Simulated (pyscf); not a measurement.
## `[O]=[P]`, doublet

Gas-phase minimum from PySCF at ωB97X-D3(BJ)/def2-SVP, one conformer. 

SMILES: O=[P]
```xyz
2

O      0.6714    -0.1626    -0.4662
P      1.7069     0.9074    -0.4139
```
Charge 0, spin multiplicity 2.

Bond lengths (Å): O1–P2 1.490.

Properties at ωB97X-D3(BJ)/def2-SVP:

```json
{
  "harmonic_wavenumbers_unscaled": "1298 cm⁻¹",
  "zero_point_energy": "1.9 kcal/mol",
  "rotational_symmetry_number": "1",
  "Entropy of this conformer at 298 K and 1 atm, rigid rotor and harmonic oscillator, modes under 100 cm⁻¹ raised to 100": "218.0 J/(mol K)",
  "dipole_moment": "2.12 D",
  "Spin expectation value S2": "0.753"
}
```

Single-point totals, which compare only within one level (frozen core for MP2 and CC):

| level | total energy (hartree) |
|---|---|
| ωB97X-D3(BJ)/def2-TZVP | -416.59949 |
| PBE/def2-TZVP | -416.35631 |
| r²SCAN/def2-TZVP | -416.52217 |
| B3LYP-D3(BJ)/def2-TZVP | -416.60640 |
| PBE0-D3(BJ)/def2-TZVP | -416.37405 |
| M06-2X/def2-TZVP | -416.53433 |
| ωB97M-D3(BJ)/def2-TZVP | -416.64732 |
| UHF/def2-TZVPP | -415.62038 |
| MP2/def2-TZVPP | -415.97612 |
| CCSD/def2-TZVPP | -415.98389 |
| CCSD(T)/def2-TZVPP | -416.00269 |

The CCSD(T) − MP2 part came from Ansatz, without density fitting, on the same reference. The term symbol of open-shell O=P• was not checked; spin-orbit terms and orbital degeneracy are left out.
